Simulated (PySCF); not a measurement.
# [Ho(NH3)]3+ relaxed at several levels

Computed with PySCF 2.14.0, def2-SVP on the ligands, density fitting, scalar-relativistic core potentials, no spin-orbit coupling, vacuum. Each row is relaxed at its own level from the same template. Distances are means of the shortest metal–ligand contacts, charges and spins Mulliken's; removal energies are rigid, with the ligand's formal charge and no counterpoise, so too large; for an anion taken off a cation in vacuum most of it is the attraction of opposite charges, and multiply charged cations can part far more cheaply with an electron moved from ligand to metal. lcecp potentials hold a fixed number of 4f electrons in the core, out of states, spins and gaps.

| level | basis on the metal | point group | M–NH3 (Å) | charge on M (e) | removal of one NH3 (eV) | strongest infrared band, degenerate modes summed (cm⁻¹) | unstable modes (below −25 cm⁻¹) |
| --- | --- | --- | --- | --- | --- | --- | --- |
| r2SCAN | lcecp-1-SVP with ECP56 | C3v | 2.306 | 2.47 | 5.84 | – | not given |

Task: What does the calculation give for PBE0, lcecp-1-SVP with ECP56?

Result: point group: C3v, M–NH3 (Å): 2.298, charge on M (e): 2.46, removal of one NH3 (eV): 5.93, strongest infrared band, degenerate modes summed (cm⁻¹): 3278, unstable modes (below −25 cm⁻¹): 0.
```xyz
5

Ho    0.0000    0.0000   -0.1202
N     0.0000    0.0000    2.1777
H     0.9417    0.0000    2.6387
H    -0.4709    0.8155    2.6387
H    -0.4708   -0.8156    2.6387
```

One start shape was tried for each, so a minimum needn't be the lowest isomer.
